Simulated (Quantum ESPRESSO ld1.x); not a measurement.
Species: I VII. Configuration: [Kr] 4d10 5s1.

Calculated with ld1.x of Quantum ESPRESSO 7.5: scalar-relativistic Kohn-Sham, LDA (Slater exchange, VWN5 correlation), spin-polarised, spherical densities, point nucleus; open shells are filled with parallel spins first.

Energy parts (eV):
| part | energy |
|---|---|
| total | -193263.38 |
| kinetic | 202824.21 |
| electron-nucleus | -464227.16 |
| Hartree | 72844.64 |
| exchange-correlation | -4705.06 |

Orbitals (lengths in bohr, moments of r in powers of bohr; <r^-3> diverges for s and p1/2):
| orbital | occ. | eigenvalue (eV) | <r^-3> | <r^2> |
|---|---|---|---|---|
| 1s up | 1 | -33025.6 | - | 0.001006 |
| 1s down | 1 | -33025.5 | - | 0.001006 |
| 2s up | 1 | -5167.83 | - | 0.01622 |
| 2s down | 1 | -5167.78 | - | 0.01622 |
| 2p up | 3 | -4648.79 | 5768 | 0.01283 |
| 2p down | 3 | -4648.74 | 5768 | 0.01283 |
| 3s up | 1 | -1102.91 | - | 0.1131 |
| 3s down | 1 | -1102.83 | - | 0.1131 |
| 3p up | 3 | -934.674 | 1102 | 0.1132 |
| 3p down | 3 | -934.599 | 1102 | 0.1132 |
| 3d up | 5 | -681.987 | 152.0 | 0.09865 |
| 3d down | 5 | -681.919 | 152.0 | 0.09864 |
| 4s up | 1 | -254.805 | - | 0.6157 |
| 4s down | 1 | -254.641 | - | 0.6149 |
| 4p up | 3 | -201.807 | 218.9 | 0.7083 |
| 4p down | 3 | -201.606 | 219.2 | 0.7064 |
| 4d up | 5 | -124.192 | 23.14 | 0.9502 |
| 4d down | 5 | -123.846 | 23.29 | 0.9421 |
| 5s up | 1 | -82.9361 | - | 3.182 |
| 5s down | 0 | -81.4536 | - | 3.179 |

The highest occupied level is 5s up at -82.936 eV. Summed over all electrons, <r^2> = 20.12 bohr^2, which gives a Langevin (diamagnetic) susceptibility term of -15.9 x 10^-6 cm^3/mol. For comparison, the ionisation energy in NIST's Atomic Spectra Database is 87.6 eV (semi-empirical). In exact Kohn-Sham theory the highest level is minus the ionisation energy, but local and semilocal functionals leave it too shallow, through self-interaction and a potential that decays too fast; potentials with the right tail come closer. Spin moment in Bohr magnetons: 1.
